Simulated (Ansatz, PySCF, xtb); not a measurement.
Isomers of C2H7O: 1 is C(C)[OH2+], 2 is C[OH+]C; one conformer of each (the lowest of an xTB search), B3LYP-D3(BJ)/def2-TZVP minima.
Isomer 1 (charge 1, multiplicity 1):
```xyz
10

C     -1.03626    -0.09446    -0.32970
C      0.16602    -0.41569     0.49753
O      1.38640     0.47090     0.08555
H     -1.37264     0.93381    -0.19266
H     -1.84306    -0.74876     0.01309
H     -0.87946    -0.30104    -1.38896
H      0.08103    -0.18075     1.55458
H      0.57329    -1.41325     0.36054
H      1.68216     0.32445    -0.83281
H      1.24253     1.42480     0.23282
```
Isomer 2 (charge 1, multiplicity 1):
| atom | x (Å) | y (Å) | z (Å) |
|---|---|---|---|
| C | -1.2743 | -0.0649 | 0.1206 |
| O | 0.0682 | -0.5870 | -0.2685 |
| C | 1.2552 | 0.2328 | 0.1127 |
| H | -1.9881 | -0.8085 | -0.2190 |
| H | -1.2543 | -0.0022 | 1.2032 |
| H | -1.4216 | 0.9041 | -0.3494 |
| H | 0.0960 | -0.8482 | -1.2058 |
| H | 1.2291 | 0.2881 | 1.1956 |
| H | 2.1200 | -0.3240 | -0.2336 |
| H | 1.1697 | 1.2099 | -0.3558 |

No zero-point or thermal terms.

Correlated levels freeze the cores. Rows in 6-31G*, STO-3G carry no dispersion term and start afresh at each structure (6-31G* with six Cartesian d functions).

Run with Ansatz (an electronic-structure program); PySCF for 6-31G* rows, STO-3G rows, the dispersion terms; xtb for the GFN methods. Each number belongs to the level named beside it.

```tsv
level	electronic energy of isomer 2 less that of isomer 1 (kcal/mol)
GFN1-xTB	-0.56
HF/STO-3G	-3.74
HF/6-31G*	2.63
BP86/6-31G*	___
revPBE/def2-TZVPP	9.07
revPBE-D3(BJ)/def2-TZVPP	9.29
PBE0-D4/def2-TZVPP	9.43
BHLYP/def2-TZVPP	___
MP2/cc-pVDZ	8.96
```

Fill in the missing entries.


- BP86/6-31G*, electronic energy of isomer 2 less that of isomer 1 (kcal/mol): 5.41
- BHLYP/def2-TZVPP, electronic energy of isomer 2 less that of isomer 1 (kcal/mol): 7.10
